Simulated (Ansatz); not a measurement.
```yaml
crystal:
  periodic: [false, false, false]
  atoms:
    - {symbol: Cu, position_ang: [-0.110817, 0.066383, -0.018198]}
    - {symbol: Cu, position_ang: [0.875819, 1.464544, 1.868505]}
    - {symbol: Cu, position_ang: [-0.425218, -1.730964, -1.795543]}
    - {symbol: H, position_ang: [-0.105419, -0.216429, -1.605479]}
    - {symbol: H, position_ang: [-0.110817, 0.066383, -0.018198]}
basis:
  gaussian: {orbitals: def2-SVP}
total_charge: 1
hamiltonian: {xc: {name: HF}}
correlation: {method: ccsd_t}
scf: {omitted_lower_state_checks: [starts]}
```

```sh
$ ansatz run in.yaml --threads 4 --pin off --events-out ev --progress --plain --max-ram 3916MiB
```

It prints (some lines left out):

```
Error: two nuclei lie on one point
```

In this input one atom was put on top of another. The program refused the input.
